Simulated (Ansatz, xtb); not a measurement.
# Relative energy of two isomers of C4H4O2S

We compare I, `O=C=CSCC=O`, a singlet, with II, `O=CCSC#CO`, a singlet. Both are isolated molecules in the gas phase, relaxed with PBE-D3(BJ)/def2-SVP; each stands in its lowest conformer found.

I (Å):

```xyz
11

C    -2.7393   -1.9488   -2.7920
C    -1.7080   -1.4347   -2.1181
C    -2.3829    0.9500   -0.7622
C    -1.0619    1.5399   -1.1901
O    -3.6647   -2.4097   -3.3434
O    -0.7860    1.8247   -2.3389
S    -2.0837   -0.8642   -0.4890
H    -0.7054   -1.3790   -2.5706
H    -3.1696    1.1009   -1.5261
H    -2.7081    1.3277    0.2296
H    -0.3004    1.6201   -0.3552
```

II (Å):

```yaml
atoms:
  - { symbol: C, position_ang: [-2.3369, -1.7109, -1.5907] }
  - { symbol: C, position_ang: [-2.9734, -0.7998, -0.5675] }
  - { symbol: C, position_ang: [-1.2875, 1.2546, -1.2837] }
  - { symbol: C, position_ang: [-0.9867, 1.9166, -2.2769] }
  - { symbol: O, position_ang: [-2.5378, -1.6364, -2.7858] }
  - { symbol: O, position_ang: [-0.7446, 2.7001, -3.2923] }
  - { symbol: S, position_ang: [-1.6496, 0.3356, 0.0765] }
  - { symbol: H, position_ang: [-1.5887, -2.4395, -1.1523] }
  - { symbol: H, position_ang: [-3.8023, -0.2107, -1.0040] }
  - { symbol: H, position_ang: [-3.3062, -1.3603, 0.3308] }
  - { symbol: H, position_ang: [-0.0458, 2.3073, -3.8565] }
```

Task: Estimate which is lower in electronic energy at CCSD(T)/def2-SVP + ΔMP2/def2-TZVPP, and by roughly how much.

Result: The CCSD(T)/def2-SVP + ΔMP2/def2-TZVPP calculation puts structure I lower, by 132.0 kJ/mol.

Level by level:

| level | geometry | E(II) − E(I) (kJ/mol) | departure from the last row (kJ/mol) | job, with rough time for the two |
| --- | --- | --- | --- | --- |
| PBE-D3(BJ)/def2-SVP | PBE-D3(BJ)/def2-SVP | +148.5 | +16.4 | optimisation, 47 s |
| HF/def2-SVP | PBE-D3(BJ)/def2-SVP | +136.1 | +4.1 | part of the CCSD(T) run |
| MP2/def2-SVP | PBE-D3(BJ)/def2-SVP | +140.6 | +8.5 | part of the CCSD(T) run |
| CCSD(T)/def2-SVP | PBE-D3(BJ)/def2-SVP | +141.0 | +9.0 | single point |
| CCSD(T)/def2-SVP + ΔMP2/def2-TZVPP | PBE-D3(BJ)/def2-SVP | +132.0 |  | single point, 71 s |

As drawn, II has 1 C≡C, 1 C–O, 1 O–H in place of 1 C=O, 1 C=C, 1 C–H.

The levels shown agree on the order. The largest departure from CCSD(T)/def2-SVP + ΔMP2/def2-TZVPP is that of PBE-D3(BJ)/def2-SVP, 16.4 kJ/mol. Levels run at GFN2-xTB geometries aren't shown. The last row adds to CCSD(T) the change of the MP2 difference between the two basis sets, here −9.0 kJ/mol.

With thermal terms from frequencies at re-optimised GFN2-xTB minima (ideal gas, soft modes damped towards free rotors, one conformer each, 298.15 K, 1 atm): the zero-point term adds −1.9 kJ/mol; ΔH is +131.7 and ΔG +129.4 kJ/mol.

The correlated steps freeze 11 core orbitals. Programs: Ansatz 0.2.0, xtb 6.7.1; the last row on 2 threads of Arm Neoverse V2 on a shared host.
